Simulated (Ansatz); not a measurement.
Consider the cleavage of the B–Ga bond: `[BH2][GaH][CH3]` + `[SiH3][SiH2][SeH]` → `B[Se][SiH2][SiH3]` + `[CH3][GaH2]`.

Program: Ansatz. Geometries: PBE0-D4/def2-TZVP. ΔE: electronic, gas phase. CBS: MP2 limit from def2 TZ/QZ plus the TZ coupled-cluster correction, frozen cores. DFT in def2-TZVPP. B3LYP here is the variant with VWN-RPA as its local correlation; programs differ in this. For Ga, Se outer-core shells are correlated without core-valence functions, which leaves a few kJ/mol of doubt a bond. Scalar relativity is left out up to krypton. One conformer a species, not always the lowest.

**Question.** Is it downhill or uphill in electronic energy at CCSD(T)/CBS, and by how much? (Estimate.)

**Answer.** Computed: Downhill: ΔE = -1.07 eV.

**Question.** What do these levels give: B3LYP-D4, r2SCANh-D4, BLYP, MP2/def2-SVP, SCS-MP2/def2-QZVPP, HF/CBS(def2)? (Estimate.)

**Answer.** Ansatz gave: B3LYP-D4 -1.06, r2SCANh-D4 -1.09, BLYP -0.99, MP2/def2-SVP -1.23, SCS-MP2/def2-QZVPP -1.11, HF/CBS(def2) -1.01 eV.

Largest T1 diagnostic among the species: 0.014.

From BLYP to BHLYP (50 % exact exchange), in def2-TZVPP and without D4, ΔE moves by −0.04 eV. Leaving LDA and LC-ωPBE aside and taking each functional with its dispersion term where it has one, the values, not all of them listed here, spread over 0.07 eV, from B97M-V to ωB97X-V. LDA lies −0.07 eV from PBE without D4. At CCSD(T), def2-SVP lies −0.09 eV from the extrapolated value and def2-TZVPP −0.02 eV.
